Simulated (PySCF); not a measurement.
A structure optimised at B3LYP-D3(BJ)/def2-SVP, used in a PySCF frequency run:

```xyz
8

Hf    -0.3717     0.3902     0.0000
Cl    -1.1616    -0.6895     1.8696
Cl    -1.1616    -0.6895    -1.8696
O      1.4745     0.1927     0.0000
Si     3.1388    -0.3439     0.0000
H      3.2929    -1.1404    -1.2376
H      3.2929    -1.1404     1.2376
H      3.9328     0.9050     0.0000
```
Charge +1, spin multiplicity 1.

Task: Write its SMILES, formula and point group.

Result: [SiH3][O][Hf+]([Cl])[Cl], Cl2H3HfOSi, Cs

Task: What are its rotational constants (standard atomic weights)?

Result: 1.5863, 0.94534, 0.70403 GHz
